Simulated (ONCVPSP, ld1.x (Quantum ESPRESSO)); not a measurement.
**Potentials for aluminium compared**

Generated with ld1.x 7.5 (TM, RRKJ, ultrasoft, PAW), atompaw 4.2 or ONCVPSP 4.0.1. The cutoff is in Ry: for ld1.x and atompaw files where the sum of valence levels is converged to 10 mRy in a Bessel basis, for ONCV files where the hardest occupied wave has 1 mHa per electron of residual kinetic energy. The error is the largest all-electron minus pseudo excitation energy over each file’s own four to seven test configurations (ionisations up to +4, promotions, holes and added fractions of an electron), all of which were solved. The labels leave out finer settings (local radius, basis sizes, second energies), which also bear on the numbers. Spin-polarised tests are not counted. The rows are a selection from randomly drawn settings: files with unsolved tests, undetermined cutoffs or missed reference levels are left out.

```csv
potential,cutoff (Ry),largest error (meV),bound ghosts
"ONCV, PBE, scalar-relativistic, rc 1.10/1.00/1.00 (spd), local d, core correction no, reference 2s2 2p6 3s1.75 3p1.25, qcut 10.6/15.3/10.4, projectors 2/2/0",166,+0.5,none
"ONCV, PBE, scalar-relativistic, rc 1.05/0.90/0.85 (spd), local smoothed, core correction yes, reference 2s2 2p6 3s1 3p2, qcut 11.7/17.9/12.7, projectors 2/2/2",203,+1.1,none
```

Fill in the row for Al: ONCV, LDA (Perdew-Wang 92), scalar-relativistic, rc 1.60/2.70/2.35 (spd), local s, core correction yes, reference 3s2 3p1, qcut 3.8/2.9/3.7, projectors 0/2/2.

cutoff 11 Ry, largest error -9.7 meV, bound ghosts: none.

Fill in the row for Al: ultrasoft, PBE, non-relativistic, rc 1.90/2.50 (sp), local smoothed, core correction no, reference 3s2 3p0.

cutoff 8 Ry, largest error +26 meV, bound ghosts: none.

Fill in the row for Al: ONCV, PBEsol, scalar-relativistic, rc 0.85/1.00/0.75 (spd), local smoothed, core correction yes, reference 2s2 2p6 3s1.5 3p1.5, qcut 14.3/10.8/13.9, projectors 2/2/1.

cutoff 333 Ry, largest error -1.5 meV, bound ghosts: none.
